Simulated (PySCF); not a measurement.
A run for PySCF: R-M06-2X/def2-TZVPP on FH4NOSi (SMILES N[SiH](O)F), a point of a torsion scan.

```python
from pyscf import gto, dft

mol = gto.M(
    atom='''
    N     1.20969423   -0.32933878   -0.19781424
    Si   -0.28520620    0.46216107    0.06817068
    O    -1.45575468   -0.42501981   -0.60723959
    F    -0.16635623    1.85699998   -0.73088076
    H     2.06468259    0.12836032    0.06882998
    H     1.27136014   -1.31966247   -0.03461290
    H    -0.67491229    0.81548789    1.41944500
    H    -1.93869108   -0.08649082   -1.35543540
    ''',
    basis='def2-tzvpp',
    charge=0, spin=0, verbose=4, max_memory=1800)
mf = dft.RKS(mol, xc='m062x').density_fit(auxbasis='def2-universal-jkfit')
mf.grids.level = 4
mf.conv_tol = 1e-9
mf.max_cycle = 150
mf.kernel()
mf.dip_moment()
```

Program output:

```
PySCF version 2.14.0

[INPUT] verbose = 4
[INPUT] num. atoms = 8
[INPUT] num. electrons = 42
[INPUT] charge = 0
[INPUT] spin (= nelec alpha-beta = 2S) = 0
[INPUT] symmetry False subgroup None
[INPUT] Mole.unit = angstrom
[INPUT] Symbol           X                Y                Z      unit          X                Y                Z       unit  Magmom
[INPUT]  1 N      1.209694230000  -0.329338780000  -0.197814240000 AA    2.285990789167  -0.622360096398  -0.373814737139 Bohr   0.0
[INPUT]  2 Si    -0.285206200000   0.462161070000   0.068170680000 AA   -0.538961607028   0.873357847736   0.128823914925 Bohr   0.0
[INPUT]  3 O     -1.455754680000  -0.425019810000  -0.607239590000 AA   -2.750977649754  -0.803171038415  -1.147516517093 Bohr   0.0
[INPUT]  4 F     -0.166356230000   1.856999980000  -0.730880760000 AA   -0.314367713815   3.509221375523  -1.381164466114 Bohr   0.0
[INPUT]  5 H      2.064682590000   0.128360320000   0.068829980000 AA    3.901684629258   0.242565850062   0.130069811359 Bohr   0.0
[INPUT]  6 H      1.271360140000  -1.319662470000  -0.034612900000 AA    2.402522470289  -2.493800645167  -0.065408901377 Bohr   0.0
[INPUT]  7 H     -0.674912290000   0.815487890000   1.419445000000 AA   -1.275399386203   1.541048769999   2.682362298883 Bohr   0.0
[INPUT]  8 H     -1.938691080000  -0.086490820000  -1.355435400000 AA   -3.663595181337  -0.163443962089  -2.561401685540 Bohr   0.0

nuclear repulsion = 187.439788617391
number of shells = 71
number of NR pGTOs = 265
number of NR cGTOs = 191
basis = def2-tzvpp
ecp = {}


******** <class 'pyscf.df.df_jk.DFRKS'> ********
method = DFRKS
initial guess = minao
damping factor = 0
level_shift factor = 0
DIIS = <class 'pyscf.scf.diis.CDIIS'>
diis_start_cycle = 1
diis_space = 8
diis_damp = 0
SCF conv_tol = 1e-09
SCF conv_tol_grad = None
SCF max_cycles = 150
direct_scf = False
XC library pyscf.dft.libxc version 7.1.2
    S. Lehtola, C. Steigemann, M. J. T. Oliveira, and M. A. L. Marques,  SoftwareX 7, 1–5 (2018)
XC functionals = m062x
    Y. Zhao and D. G. Truhlar,  Theor. Chem. Acc. 120, 215 (2008)
    Y. Zhao and D. G. Truhlar,  Theor. Chem. Acc. 120, 215 (2008)
radial grids:
    Treutler-Ahlrichs [JCP 102, 346 (1995); DOI:10.1063/1.469408] (M4) radial grids

becke partition: Becke, JCP 88, 2547 (1988); DOI:10.1063/1.454033
pruning grids: <function nwchem_prune>
grids dens level: 4
symmetrized grids: False
atomic radii adjust function: <function treutler_atomic_radii_adjust>
small_rho_cutoff = 0
Set gradient conv threshold to 3.16228e-05
Initial guess from minao.
tot grids = 176728
******** <class 'pyscf.df.df.DF'> ********
auxbasis = def2-universal-jkfit
init E= -522.156413176584
  HOMO = -0.328918410234678  LUMO = 0.0034700381017458  gap/eV = 9.04475
cycle= 1 E= -521.780480998746  delta_E= 0.376  |g|= 0.781  |ddm|= 2.13
  HOMO = -0.293840601488753  LUMO = 0.0616237234902625  gap/eV = 9.67268
cycle= 2 E= -521.760916478858  delta_E= 0.0196  |g|= 0.902  |ddm|= 0.759
  HOMO = -0.343396036877706  LUMO = 0.0504351604233228  gap/eV = 10.71669
cycle= 3 E= -521.887412987699  delta_E= -0.126  |g|= 0.0395  |ddm|= 0.411
  HOMO = -0.347280153294663  LUMO = 0.0527376617440746  gap/eV = 10.88504
cycle= 4 E= -521.887628324975  delta_E= -0.000215  |g|= 0.022  |ddm|= 0.0321
  HOMO = -0.343470436682097  LUMO = 0.0530306010276809  gap/eV = 10.78934
cycle= 5 E= -521.88770746984  delta_E= -7.91e-05  |g|= 0.00709  |ddm|= 0.0141
  HOMO = -0.344336909045552  LUMO = 0.0529224855507758  gap/eV = 10.80998
cycle= 6 E= -521.887716533194  delta_E= -9.06e-06  |g|= 0.000726  |ddm|= 0.00402
  HOMO = -0.344340091681978  LUMO = 0.0528893504871984  gap/eV = 10.80916
cycle= 7 E= -521.887716647718  delta_E= -1.15e-07  |g|= 0.000291  |ddm|= 0.000744
  HOMO = -0.344290910760847  LUMO = 0.0529034004468387  gap/eV = 10.80821
cycle= 8 E= -521.887716661701  delta_E= -1.4e-08  |g|= 0.000111  |ddm|= 0.000212
  HOMO = -0.344299461682027  LUMO = 0.0529025119030058  gap/eV = 10.80842
cycle= 9 E= -521.887716663972  delta_E= -2.27e-09  |g|= 2.31e-05  |ddm|= 7.05e-05
  HOMO = -0.344299953926466  LUMO = 0.0529019980329876  gap/eV = 10.80842
cycle= 10 E= -521.887716664103  delta_E= -1.31e-10  |g|= 4.87e-06  |ddm|= 2.46e-05
  HOMO = -0.344300111817297  LUMO = 0.0529019015973894  gap/eV = 10.80842
Extra cycle  E= -521.887716664106  delta_E= -3.87e-12  |g|= 3.33e-06  |ddm|= 5.8e-06
converged SCF energy = -521.887716664106
Dipole moment(X, Y, Z, Debye):  0.54119, -0.93269,  0.55902
```

The run converged.

Cost: around 40 core-seconds (rough).
